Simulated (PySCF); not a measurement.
Unknown compound

An unknown has the formula C4H11N2OPSi2. Its calculated NMR data are:

¹H NMR (400 MHz, computed): δ 7.77 (m, 1H), 7.68 (m, 1H), 6.87 (m, 1H), 4.72 (m, 6H), 0.54 (br s, 2H).

¹³C{¹H} NMR (computed): δ 149.3 (CH), 147.1 (CH), 135.2 (C), 119.5 (CH).

Calculated, not measured (PySCF 2.14.0 with density-fitted response routines): shieldings: GIAO PBE0/pcSseg-1, GFN2-xTB structure. Non-relativistic, one computed conformer, fast rotation and ring inversion assumed for equivalent nuclei, no solvent.

References, each an isolated molecule treated in the same way: ¹H, ¹³C vs TMS.

Question: Deduce the structure.

Answer: 
- 4 carbon signals for 4 carbons: no two carbons are equivalent.
- Carbon types of the structure: 1 × C, 3 × CH, leaving 8 H on heteroatoms.
- δC 149.3, 147.1: aromatic CH next to the ring oxygen.
- δC 135.2: substituted aromatic carbon.
- δC 119.5: aromatic CH.
- δH 7.77, 7.68: hydrogen on an aromatic CH next to the ring oxygen; it sits in the deshielding region of the aromatic ring current.
- δH 6.87: hydrogen on an aromatic CH; aromatic region.
- δH 4.72: hydrogen on a silicon bonded to N.
- δH 0.54: hydrogen on a nitrogen bonded to P; exchangeable, gas-phase position.

Structure: SMILES c1cc(P(N)N([SiH3])[SiH3])co1.

The data come from this structure; uniqueness wasn't tested.

The OH or NH signal is concentration- and solvent-dependent in practice; the value given is the gas-phase one. Splittings by ³¹P in the carbon and heteronuclear signals aren't shown, as no couplings were computed. Shifts are as computed. Against solution values, carbons near 30 ppm lie about +3 ppm off and those near 130 ppm about +5 ppm. Of 1211 compounds with measured shifts, 218 miss one by over three times the rms of a fit or turn the order of signals round; such compounds aren't used in these exercises. Multiplicities follow the n + 1 count of equivalent neighbours, as no J values were calculated; m marks all less simple cases, F and P coupling included.
